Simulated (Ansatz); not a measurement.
# AlHBr (SMILES [AlH][Br]): the energy, rung by rung

The species is AlHBr (3 atoms), meant as a doublet with charge 0. As SMILES, `[AlH][Br]`. The coordinates come from a PBE0-D4/def2-TZVP relaxation.

```xyz
3

Al   -0.2967   -0.6280   -0.2391
Br    1.5845    0.0086    0.8711
H    -1.2989    0.5546   -0.6453
```

Each level gives the energy change with the Al1–Br2 bond stretched from 2.275 to 3.413 Å (eV). The values are calculated.

```csv
level,kind,program,value (eV),less FCI/STO-3G,CPU time (all runs)
UHF/STO-3G,Hartree–Fock,Ansatz,3.35,+0.18,0.7 s
USVWN5/STO-3G,LDA,Ansatz,3.20,+0.03,3.9 s
UPBE/STO-3G,GGA,Ansatz,2.95,-0.22,6.3 s
U-r2SCAN/STO-3G,meta-GGA,Ansatz,3.12,-0.05,15 s
UBHLYP/STO-3G,global hybrid,Ansatz,3.14,-0.03,4.5 s
UCAM-B3LYP/STO-3G,range-separated hybrid,Ansatz,3.16,-0.01,5.7 s
RPA@PBE/STO-3G,RPA,Ansatz,2.28,-0.89,8.2 s
UCCSD/STO-3G,coupled cluster or CI,Ansatz,3.15,-0.02,1.6 s
FCI/STO-3G,exact in the basis,Ansatz,3.17,0.00,3.1 s
```

FCI/STO-3G is exact within its basis and frozen core, so for wave-function methods in that basis the difference is their error; functionals converge differently with the basis, so for them it is only a difference. All-electron rows without a relativistic Hamiltonian named are non-relativistic. The first shape isn't each level's own minimum. The values span 2.28 to 3.35 eV. All rows use very small basis sets, so none should be taken for the real molecule's value. In the correlated wave-function rows the outer d shell of Br is correlated, in sets not made for it. In so small a basis fixed costs decide the times, and correlated methods can beat functionals. CPU times are rough (shared hosts, several kinds of processor and program).
